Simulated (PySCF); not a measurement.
AlF$_{3}$, charge -1, doublet, geometry from GFN2-xTB (such geometries of metal compounds can be far from the true shape) (a state made from the parent by changing its charge; the spin is typed, not shown lowest) (in this run its highest filled SCF level lies above zero, so its values depend strongly on the basis, on diffuse functions most of all); M062X/6-311G** (PySCF).

The PySCF input:
```python
from pyscf import gto, scf, dft

mol = gto.M(
    atom='''
Al   -0.00000000    0.00000000    0.00000000
F    -1.50335220   -0.93570325    0.04395447
F     0.00526794    1.63623601   -0.67841315
F     1.49808427   -0.70053275    0.63445868
''',
    basis='6-311g**',
    charge=-1,
    spin=1,
    verbose=4,
)

mf = dft.UKS(mol)
mf.xc = 'm062x'
mf.kernel()
```

### Question
What does PySCF print? Leave out banner, timings and long lists.

### Answer

```
PySCF version 2.14.0

[INPUT] verbose = 4
[INPUT] num. atoms = 4
[INPUT] num. electrons = 41
[INPUT] charge = -1
[INPUT] spin (= nelec alpha-beta = 2S) = 1
[INPUT] symmetry False subgroup None
[INPUT] Mole.unit = angstrom
[INPUT] Symbol           X                Y                Z      unit          X                Y                Z       unit  Magmom
[INPUT]  1 Al     0.000000000000   0.000000000000   0.000000000000 AA    0.000000000000   0.000000000000   0.000000000000 Bohr   0.0
[INPUT]  2 F     -1.503352200000  -0.935703250000   0.043954470000 AA   -2.840923926762  -1.768222876365   0.083061910250 Bohr   0.0
[INPUT]  3 F      0.005267940000   1.636236010000  -0.678413150000 AA    0.009954963841   3.092037934051  -1.282015052803 Bohr   0.0
[INPUT]  4 F      1.498084270000  -0.700532750000   0.634458680000 AA    2.830968981819  -1.323815038788   1.198953142553 Bohr   0.0

nuclear repulsion = 146.774225824474
number of shells = 36
number of NR pGTOs = 138
number of NR cGTOs = 80
basis = 6-311g**
ecp = {}

******** <class 'pyscf.dft.uks.UKS'> ********
method = UKS
initial guess = minao
damping factor = 0
level_shift factor = 0
DIIS = <class 'pyscf.scf.diis.CDIIS'>
diis_start_cycle = 1
diis_space = 8
diis_damp = 0
SCF conv_tol = 1e-09
SCF conv_tol_grad = None
SCF max_cycles = 50
direct_scf = True
direct_scf_tol = 1e-13
number electrons alpha = 21  beta = 20
XC library pyscf.dft.libxc version 7.1.2
    S. Lehtola, C. Steigemann, M. J. T. Oliveira, and M. A. L. Marques,  SoftwareX 7, 1–5 (2018)
XC functionals = m062x
    Y. Zhao and D. G. Truhlar,  Theor. Chem. Acc. 120, 215 (2008)
    Y. Zhao and D. G. Truhlar,  Theor. Chem. Acc. 120, 215 (2008)
radial grids:
    Treutler-Ahlrichs [JCP 102, 346 (1995); DOI:10.1063/1.469408] (M4) radial grids

becke partition: Becke, JCP 88, 2547 (1988); DOI:10.1063/1.454033
pruning grids: <function nwchem_prune>
grids dens level: 3
symmetrized grids: False
atomic radii adjust function: <function treutler_atomic_radii_adjust>
small_rho_cutoff = 0
Set gradient conv threshold to 3.16228e-05
tot grids = 61968
init E= -541.796344415953

cycle= 1 E= -541.970739136323  delta_E= -0.174  |g|= 0.695  |ddm|= 1.43
cycle= 2 E= -541.886558028114  delta_E= 0.0842  |g|= 0.929  |ddm|= 0.877
cycle= 3 E= -542.133330091282  delta_E= -0.247  |g|= 0.0211  |ddm|= 0.433
cycle= 4 E= -542.133775590166  delta_E= -0.000445  |g|= 0.0043  |ddm|= 0.0777
cycle= 5 E= -542.133803706637  delta_E= -2.81e-05  |g|= 0.00138  |ddm|= 0.0296
cycle= 6 E= -542.133807334123  delta_E= -3.63e-06  |g|= 0.000409  |ddm|= 0.012
cycle= 7 E= -542.133807593943  delta_E= -2.6e-07  |g|= 0.000167  |ddm|= 0.00324
cycle= 8 E= -542.133807607276  delta_E= -1.33e-08  |g|= 0.000101  |ddm|= 0.000262
cycle= 9 E= -542.133807611427  delta_E= -4.15e-09  |g|= 2.42e-05  |ddm|= 8.83e-05
cycle= 10 E= -542.133807612024  delta_E= -5.97e-10  |g|= 5.65e-06  |ddm|= 0.000109
Extra cycle  E= -542.133807612058  delta_E= -3.43e-11  |g|= 3.37e-06  |ddm|= 1.89e-05
converged SCF energy = -542.133807612058  <S^2> = 0.75270709  2S+1 = 2.0027053
```
